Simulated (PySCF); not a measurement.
A structure optimised at PBE0-D3(BJ)/def2-SVP, used in a PySCF frequency run:

```
S
Si 1 2.1311
H 2 1.4852 1 106.71
H 2 1.4874 3 111.84 1 -122.08
Cl 2 2.0713 3 109.25 4 -117.69
Si 1 2.1622 2 98.51 3 173.18
H 6 1.4890 1 111.15 2 -84.25
H 6 1.4892 7 110.01 1 116.88
H 6 1.4928 7 109.83 8 121.77
```

**Question.** Write its SMILES and formula.

**Answer.** [SiH3]S[SiH2]Cl, ClH5SSi2

**Question.** What are its rotational constants (standard atomic weights)?

**Answer.** 3.7793, 1.6170, 1.2453 GHz
